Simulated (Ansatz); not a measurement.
Stepwise reaction of `CS[Si](Cl)(Cl)Cl` with hydrogen fluoride, as a gas-phase model of exchange steps in deposition or etching. ΔE in kJ/mol; ΔG adds harmonic PBE0-D4 terms to CCSD(T)/CBS, at 1 bar.

Gas-phase electronic energies from Ansatz, PBE0-D4/def2-TZVP geometries. CBS: MP2 limit from def2 TZ/QZ plus the TZ coupled-cluster correction, frozen cores. This one scheme is used for every species. DFT in def2-TZVPP. B3LYP here is the variant with VWN-RPA as its local correlation; programs differ in this. One conformer a species, not always the lowest.

| step | reaction | PBE-D4 | B3LYP-D4 | ωB97M-V | CCSD(T)/CBS | ΔG(400 K) |
| --- | --- | --- | --- | --- | --- | --- |
| 1 | `CS[Si](Cl)(Cl)Cl` + H–F → `CS[Si](F)(Cl)Cl` + HCl | -38.1 | -47.8 | -47.4 | -43.4 | -49.4 |
| 2 | `CS[Si](F)(Cl)Cl` + H–F → `CS[Si](F)(F)Cl` + HCl | -39.2 | -49.2 | -48.7 | -46.0 | -51.8 |

Task: Give the row of step 3, `CS[Si](F)(F)Cl` + H–F → `CS[Si](F)(F)F` + HCl. (Estimate.)

Result: Ansatz gave: 
```json
{"step": "3", "reaction": "`CS[Si](F)(F)Cl` + H–F → `CS[Si](F)(F)F` + HCl", "PBE-D4": "-41.0", "B3LYP-D4": "-51.2", "ωB97M-V": "-50.5", "CCSD(T)/CBS": "-49.3", "ΔG(400 K)": "-54.2"}
```

Task: By hand: ΔE of the 3 steps together at CCSD(T)/CBS.

Result: (-43.4) + (-46.0) + (-49.3) = -138.7 kJ/mol, or -46.2 kJ/mol a step.

In ΔE each step is lower than the one before. All are downhill at CCSD(T)/CBS. ΔG lies between -54.2 and -49.4 kJ/mol a step. PBE-D4 differs from CCSD(T)/CBS by 5.3 to 8.3 kJ/mol a step. Only this route is followed, and other bonds may react first. Isolated molecules leave out the surface, adducts and barriers. Largest T1 diagnostic: 0.011.
